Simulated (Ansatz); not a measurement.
H6SbSi2, SMILES `[SiH3][Sb][SiH3]` radical. Total charge 0; spin multiplicity 2. Sb: def2 effective core potential.

```json
{"atom": "Si1", "x (Å)": "-1.160", "y (Å)": "1.314", "z (Å)": "-0.346"}
{"atom": "Sb2", "x (Å)": "1.199", "y (Å)": "1.293", "z (Å)": "0.663"}
{"atom": "Si3", "x (Å)": "1.213", "y (Å)": "-1.256", "z (Å)": "0.375"}
{"atom": "H4", "x (Å)": "-1.140", "y (Å)": "0.747", "z (Å)": "-1.722"}
{"atom": "H5", "x (Å)": "-1.674", "y (Å)": "2.707", "z (Å)": "-0.412"}
{"atom": "H6", "x (Å)": "-2.087", "y (Å)": "0.501", "z (Å)": "0.487"}
{"atom": "H7", "x (Å)": "2.505", "y (Å)": "-1.817", "z (Å)": "0.853"}
{"atom": "H8", "x (Å)": "1.037", "y (Å)": "-1.617", "z (Å)": "-1.058"}
{"atom": "H9", "x (Å)": "0.107", "y (Å)": "-1.872", "z (Å)": "1.158"}
```

**Question.** What are the harmonic wavenumbers in cm⁻¹ at PBE0-D4/def2-TZVP (Ansatz, finite differences of forces, unscaled)? (An estimate is asked.)

**Answer.** Computed: 29i, 81, 86, 309, 309, 444, 468, 472, 548, 841, 881, 930, 935, 936, 938, 2204, 2208, 2216, 2220, 2225, 2227.
